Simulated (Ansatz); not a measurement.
Nb₂P₂⁻. Charge -1, multiplicity 2. Geometry PBE0-D4/def2-SVP, that of the neutral singlet; atoms count from 1.

Cartesian coordinates in Å:
```
Nb -1.139 -0.466 -0.086
Nb 1.057 -0.087 -0.630
P -0.461 1.695 -0.678
P 0.543 -1.143 1.395
```

In the def2 sets Nb takes a core potential; there is no spin–orbit coupling. The charge -1 doublet is spin-contaminated (final ⟨S²⟩ up to 0.85, 0.75 for a pure state). The highest occupied level of the charge -1 doublet lies above zero (up to 0.20 eV). By energy differences its removal costs 1.07 eV (vertical, to the charge 0 singlet, at PBE0-D4/def2-TZVPD); a positive level beside a positive removal energy at the same level points to self-interaction error. The structure comes from a short search, and lower isomers may exist.

(1) Estimate the Mulliken populations from the PBE0/def2-TZVPD orbitals of Ansatz.

(2) Where does the spin sit?

(3) And the Mayer bond orders between bonded heavy atoms (over 0.3)?

Answers

(1) 
```json
{"atom": "Nb1", "charge (e)": "-0.15", "spin (α − β)": "-0.35", "d electrons": "3.74"}
{"atom": "Nb2", "charge (e)": "0.03", "spin (α − β)": "1.19", "d electrons": "3.61"}
{"atom": "P3", "charge (e)": "-0.44", "spin (α − β)": "0.08", "d electrons": "–"}
{"atom": "P4", "charge (e)": "-0.44", "spin (α − β)": "0.08", "d electrons": "–"}
```
Mulliken values and Mayer orders depend strongly on the basis. With diffuse functions, as here, like atoms can get unlike values, and bond orders can come out too low or too high.

(2) Summed by element: Nb 0.84, P 0.16, of 1 unpaired in all. Largest on single atoms: Nb2 1.19, Nb1 -0.35, P3 0.08.

(3) Nb1–Nb2 2.99 (2.29 Å); Nb1–P3 1.44 (2.34 Å); Nb1–P4 1.44 (2.34 Å); Nb2–P3 1.35 (2.34 Å); Nb2–P4 1.35 (2.34 Å).
